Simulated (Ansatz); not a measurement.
Basis sets compared for MoO₄H₂ (the lowest singlet isomer of a short search). Charge 0, multiplicity 1. Geometry PBE-D4/def2-SVP. Ansatz on 2 threads of Arm Neoverse V1 on a shared host; times are rough, and most runs start from earlier orbitals.

```xyz
7

Mo   -0.184    0.118    0.114
O    -1.222   -0.210    1.400
O    -0.811    1.590   -0.906
O     0.375    1.952   -0.189
O     0.385   -1.381   -0.852
H     0.255   -2.323   -0.629
H     1.203    0.254    1.062
```

In the def2 sets Mo takes a core potential; there is no spin–orbit coupling. The structure holds one bond between oxygen atoms, so isomers without such links may lie far lower. The structure comes from a short search, and lower isomers may exist.

Binding counts from free atoms (Mo septet, O triplet, H doublet) in the same basis, without a counterpoise term.

```
                          level  functions  energy (Eh)  HOMO (eV)  LUMO (eV)  binding per atom (eV)  wall time
                PBE-D4/def2-SVP         97    -369.8487      -6.33      -3.83                   4.24      1.8 s
               PBE-D4/def2-TZVP        176    -370.2403      -6.42      -3.90                   4.19      3.2 s
            r2SCAN-D4/def2-TZVP        176    -370.3895      -6.74      -3.94                   3.90      6.5 s
               PBE0-D4/def2-SVP         97    -369.7421      -7.99      -3.26                   3.73      2.1 s
PBE0-D4/def2-TZVP (with forces)        176    -370.1368      -8.00      -3.25                   3.72      5.5 s
```

Task: Estimate the rows for PBE-D4/def2-TZVPD, r2SCAN-D4/def2-TZVPD, PBE0-D4/def2-TZVPD.

Result: 
```csv
level,functions,energy (Eh),HOMO (eV),LUMO (eV),binding per atom (eV),wall time
PBE-D4/def2-TZVPD,218,-370.2442,-6.47,-3.94,4.19,4.1 s
r2SCAN-D4/def2-TZVPD,218,-370.3932,-6.75,-3.94,3.90,8 s
PBE0-D4/def2-TZVPD,218,-370.1408,-8.02,-3.26,3.72,6 s
```
